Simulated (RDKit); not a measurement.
RDKit input (UFF):

```python
from rdkit import Chem
from rdkit.Chem import AllChem, rdDetermineBonds

mol = Chem.MolFromXYZFile('mol.xyz')
rdDetermineBonds.DetermineBonds(mol, charge=-1)
print('SMILES', Chem.MolToSmiles(Chem.RemoveHs(mol)))
ff = AllChem.UFFGetMoleculeForceField(mol)
e0 = ff.CalcEnergy()
flag = ff.Minimize(maxIts=5000, forceTol=1e-5)
print(f'energy {e0:.4f} -> {ff.CalcEnergy():.4f} kcal/mol, converged: {flag == 0}')
print(Chem.MolToXYZBlock(mol))
```
mol.xyz:
```
7

F     -2.28438100     0.89211400    -0.55322800
Si    -1.30877200    -0.21792500     0.19425600
Si     1.07689900    -0.08226200    -0.54454400
F      1.52699700    -1.39324400     0.41842200
F      1.52588500     1.14490500     0.51496500
H     -1.97530300    -1.52681900    -0.16646100
H     -1.69497800    -0.06453100     1.64906800
```

Output:

```
[04:47:09] UFFTYPER: Unrecognized charge state for atom: 2
SMILES F[SiH2][Si-](F)F
energy 25.7257 -> -0.1566 kcal/mol, converged: True
7

F     -2.180615    1.026774   -0.502272
Si    -1.365834   -0.268706    0.205596
Si     0.809538   -0.135686   -0.282850
F      1.623561   -1.430133    0.427686
F      1.430135    1.314180    0.313687
H     -1.907955   -1.532968   -0.313972
H     -1.542483   -0.221223    1.664603
```

The dipole moment of an ion depends on the origin.

The geometry given is a B3LYP-D3(BJ)/def2-TZVP minimum.
